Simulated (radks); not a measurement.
Species: W0.5-. Configuration: [Xe] 4f14 5d5.5 6s1 (fractional occupations, a model configuration). Calculated with a radial shooting solver on a logarithmic mesh with Libxc functionals: scalar-relativistic Kohn-Sham, PBE, spin-unpolarised, spherical densities, point nucleus.

Radial electron density D(r) = 4 pi r^2 rho(r):

| r (bohr) | D(r) (e/bohr) |
|---|---|
| 0.0009264 | 6.871 |
| 0.001256 | 10.91 |
| 0.001715 | 17.21 |
| 0.002343 | 26.48 |
| 0.003201 | 39.36 |
| 0.004339 | 55.39 |
| 0.005927 | 73.94 |
| 0.008097 | 90.85 |
| 0.01106 | 100.5 |
| 0.01499 | 99.27 |
| 0.02048 | 91.49 |
| 0.02798 | 92.29 |
| 0.03792 | 112.2 |
| 0.05181 | 134.8 |
| 0.07078 | 126.8 |
| 0.09669 | 105.3 |
| 0.131 | 116.5 |
| 0.179 | 118.9 |
| 0.2446 | 75.39 |
| 0.3341 | 67.25 |
| 0.4528 | 74.45 |
| 0.6186 | 44.99 |
| 0.8452 | 22.14 |
| 1.155 | 14.11 |
| 1.565 | 7.442 |
| 2.138 | 3.193 |
| 2.921 | 1.524 |
| 3.958 | 0.6939 |
| 5.407 | 0.2235 |
| 7.387 | 0.04853 |
| 10.09 | 0.007048 |

D(r) has 4 maxima, at r = 0.0124, 0.0566, 0.158, 0.418 bohr, and minima at 0.0238, 0.102, 0.296 bohr, inside which lie 1.90, 11.10, 29.94 electrons.
